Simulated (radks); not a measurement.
Results of a calculation; reference values are marked as such.
All-electron atom: the iodine ion I+ in [Kr] 4d10 5s2 5p4.

Level of theory: Dirac Kohn-Sham, BLYP, spin-unpolarised, spherical densities, finite nucleus; open shells fill j = l - 1/2 first; Fermi nuclear charge, rms radius 4.75 fm (a radial shooting solver on a logarithmic mesh with Libxc functionals).

Energy parts (eV):
part                       energy
total                 -193720.167
kinetic                205330.966
electron-nucleus      -470304.427
Hartree                 76205.295
exchange-correlation    -4952.001

Orbitals (lengths in bohr, moments of r in powers of bohr; r(90%) holds 90 % of the orbital's charge):
[
 {"orbital": "1s1/2", "occ.": "2", "eigenvalue (eV)": "-32972.27", "<1/r>": "56.84", "<r^2>": "0.001005", "r(90%)": "0.0490"},
 {"orbital": "2s1/2", "occ.": "2", "eigenvalue (eV)": "-5100.494", "<1/r>": "13.26", "<r^2>": "0.01613", "r(90%)": "0.181"},
 {"orbital": "2p1/2", "occ.": "2", "eigenvalue (eV)": "-4786.674", "<1/r>": "13.25", "<r^2>": "0.01193", "r(90%)": "0.162"},
 {"orbital": "2p3/2", "occ.": "4", "eigenvalue (eV)": "-4487.803", "<1/r>": "12.22", "<r^2>": "0.01321", "r(90%)": "0.169"},
 {"orbital": "3s1/2", "occ.": "2", "eigenvalue (eV)": "-1036.559", "<1/r>": "4.729", "<r^2>": "0.1127", "r(90%)": "0.462"},
 {"orbital": "3p1/2", "occ.": "2", "eigenvalue (eV)": "-906.7458", "<1/r>": "4.640", "<r^2>": "0.1075", "r(90%)": "0.457"},
 {"orbital": "3p3/2", "occ.": "4", "eigenvalue (eV)": "-850.5184", "<1/r>": "4.386", "<r^2>": "0.1156", "r(90%)": "0.474"},
 {"orbital": "3d3/2", "occ.": "4", "eigenvalue (eV)": "-621.6034", "<1/r>": "4.241", "<r^2>": "0.09724", "r(90%)": "0.450"},
 {"orbital": "3d5/2", "occ.": "6", "eigenvalue (eV)": "-609.7776", "<1/r>": "4.175", "<r^2>": "0.09959", "r(90%)": "0.455"},
 {"orbital": "4s1/2", "occ.": "2", "eigenvalue (eV)": "-189.4370", "<1/r>": "1.902", "<r^2>": "0.6187", "r(90%)": "1.07"},
 {"orbital": "4p1/2", "occ.": "2", "eigenvalue (eV)": "-144.1329", "<1/r>": "1.792", "<r^2>": "0.6807", "r(90%)": "1.13"},
 {"orbital": "4p3/2", "occ.": "4", "eigenvalue (eV)": "-133.1526", "<1/r>": "1.709", "<r^2>": "0.7314", "r(90%)": "1.17"},
 {"orbital": "4d3/2", "occ.": "4", "eigenvalue (eV)": "-60.3426", "<1/r>": "1.455", "<r^2>": "0.9793", "r(90%)": "1.40"},
 {"orbital": "4d5/2", "occ.": "6", "eigenvalue (eV)": "-58.6240", "<1/r>": "1.434", "<r^2>": "1.004", "r(90%)": "1.41"},
 {"orbital": "5s1/2", "occ.": "2", "eigenvalue (eV)": "-25.9672", "<1/r>": "0.6811", "<r^2>": "4.171", "r(90%)": "2.80"},
 {"orbital": "5p1/2", "occ.": "2", "eigenvalue (eV)": "-15.8714", "<1/r>": "0.5715", "<r^2>": "5.873", "r(90%)": "3.37"},
 {"orbital": "5p3/2", "occ.": "2", "eigenvalue (eV)": "-14.7269", "<1/r>": "0.5445", "<r^2>": "6.402", "r(90%)": "3.52"},
 {"orbital": "6s1/2", "occ.": "0", "eigenvalue (eV)": "-5.2853", "<1/r>": "0.2476", "<r^2>": "29.40", "r(90%)": "7.39"}
]

The highest occupied level is 5p3/2 at -14.727 eV. The electron density at the nucleus is 2.491e+05 e/bohr^3. The density falls to 0.001 e/bohr^3 at r = 4.20 bohr. For comparison, the ionisation energy in NIST's Atomic Spectra Database is 19.131 eV (measured). In exact Kohn-Sham theory the highest level is minus the ionisation energy, but local and semilocal functionals leave it too shallow, through self-interaction and a potential that decays too fast; potentials with the right tail come closer. Summed over all electrons, <r^2> = 50.36 bohr^2, which gives a Langevin (diamagnetic) susceptibility term of -39.9 x 10^-6 cm^3/mol.

Beside tabulated values, note that spin-unpolarised runs miss the spin-polarisation part of the exchange energy of open shells.
